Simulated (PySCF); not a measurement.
A calculated (PBE0, PySCF 2.14, x2c-TZVPall, scalar relativity by spin-free X2C-1e) atom or ion has these occupied shells.

```
shell  electrons  orbital energy (eV)  rms radius, mean of both spins (bohr)
 1s α          1              -8254.8                                 0.0624
 1s β          1              -8254.7                                 0.0624
 2s α          1              -999.67                                  0.265
 2s β          1              -998.34                                  0.265
 2p α          3              -859.13                                  0.238
 2p β          3              -858.01                                  0.238
 3s α          1              -118.88                                  0.795
 3s β          1              -115.79                                  0.795
 3p α          3              -77.689                                  0.847
 3p β          3              -74.355                                  0.847
 3d α          5              -12.366                                   1.15
 3d β          3              -10.532                                   1.15
 4s α          1               -6.507                                   3.07
 4s β          1               -6.130                                   3.07
```

Q: Name the element and its charge.

A: Ni (nickel, neutral), in [Ar] 3d8 4s2, high-spin 3F determinant.
